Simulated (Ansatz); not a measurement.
LiC+, multiplicity 3 (lowest of 2S+1 = 1, 3, 5 at CCSD(T)/def2-TZVPP on PBE0 minima; our sources give no spin for the ground state, which may be another), most abundant isotopes (7.0160 and 12.0000 u). Constants from fifth-degree fits in 1/R to seven points on the lowest solution found; no spin–orbit coupling, no relativity up to Kr; ω_e x_e and α_e move by some per cent with the fit.

Cores are frozen in the correlated methods. CBS: X⁻³ extrapolation of the correlation energy, Hartree–Fock from the larger set.

Run with Ansatz (Gaussian orbitals). Values without a source in brackets are computed.

```json
[
 {"level": "PBE/def2-TZVPP", "r_e (Å)": "2.3047", "ω_e (cm⁻¹)": "319.1", "ω_e x_e (cm⁻¹)": "7.78", "α_e (cm⁻¹)": "0.0246"},
 {"level": "CCSD(T)/CBS(aug-cc-pVTZ, aug-cc-pVQZ)", "r_e (Å)": "2.3209", "ω_e (cm⁻¹)": "317.8", "ω_e x_e (cm⁻¹)": "7.53", "α_e (cm⁻¹)": "0.0223"}
]
```

Task: Derive the rotational constants, the centrifugal constant, the fundamental, the zero-point energy and the force constant.

Result: 
μ = 4.42743 u.
- PBE/def2-TZVPP: B_e = 16.8576/(μ r_e²) = 0.71680 cm⁻¹; B₀ = B_e − α_e/2 = 0.70451 cm⁻¹; D = 4B_e³/ω_e² = 1.45e-05 cm⁻¹; fundamental ω_e − 2ω_e x_e = 304 cm⁻¹; zero-point energy ω_e/2 − ω_e x_e/4 = 158 cm⁻¹; k = μ(2πcω_e)² = 26.6 N/m
- CCSD(T)/CBS(aug-cc-pVTZ, aug-cc-pVQZ): B_e = 16.8576/(μ r_e²) = 0.70686 cm⁻¹; B₀ = B_e − α_e/2 = 0.69574 cm⁻¹; D = 4B_e³/ω_e² = 1.40e-05 cm⁻¹; fundamental ω_e − 2ω_e x_e = 303 cm⁻¹; zero-point energy ω_e/2 − ω_e x_e/4 = 157 cm⁻¹; k = μ(2πcω_e)² = 26.4 N/m

Ansatz is a first-principles code.
